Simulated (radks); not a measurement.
Results of a calculation; reference values are marked as such.
Species: the osmium ion Os4+. Configuration: [Xe] 4f14 5d4. Level of theory: Dirac Kohn-Sham, exchange-only LDA, spin-unpolarised, spherical densities, finite nucleus; open shells fill j = l - 1/2 first; Fermi nuclear charge, rms radius 5.4126 fm (a radial shooting solver on a logarithmic mesh with Libxc functionals).

X-ray form factor f0, the Fourier transform of the density (f0(0) = 72):

sin(theta)/lambda (1/angstrom),f0 (electrons)
0.05,71.406
0.1,69.712
0.15,67.149
0.2,64.020
0.25,60.614
0.3,57.163
0.4,50.667
0.5,45.044
0.6,40.269
0.8,32.601
1,26.733
1.25,21.462
1.5,18.053
2,14.233
